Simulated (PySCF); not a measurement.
Species: C$_{4}$H$_{2}$FS (charge -1, singlet). It need not be the lowest isomer of its formula. Whether it binds its extra electron was not tested at this geometry. 
Geometry from a B3LYP-D3(BJ)/def2-TZVP (Ansatz) optimisation:
```
C
C 1 1.3619
H 2 1.0790 1 127.70
F 1 1.3792 2 122.22 3 0.00
C 1 1.4200 2 115.96 3 -180.00
H 5 1.0870 1 120.75 2 180.00
C 5 1.3907 6 123.31 1 180.00
S 2 1.7447 3 126.39 1 -180.00
```
Charge -1, spin multiplicity 1.

Dispersion corrections to the total energy (kcal/mol) from the dftd3 and dftd4 libraries through PySCF: D3(BJ) without and D4 with the three-body term, each with the damping fitted for the functional named.

```
functional  D3(BJ)      D4
----------  ------  ------
B2GP-PLYP    -3.56   -2.42
BHLYP          [?]   -7.01
TPSSh        -5.74     [?]
HSE06          [?]   -4.52
B2PLYP       -4.19   -4.06
PBE0         -4.27   -4.88
HF          -43.77  -22.30
```

Task: What belongs in the gaps?

Result: 
- BHLYP, D3(BJ): -7.14
- TPSSh, D4: -7.16
- HSE06, D3(BJ): -3.26
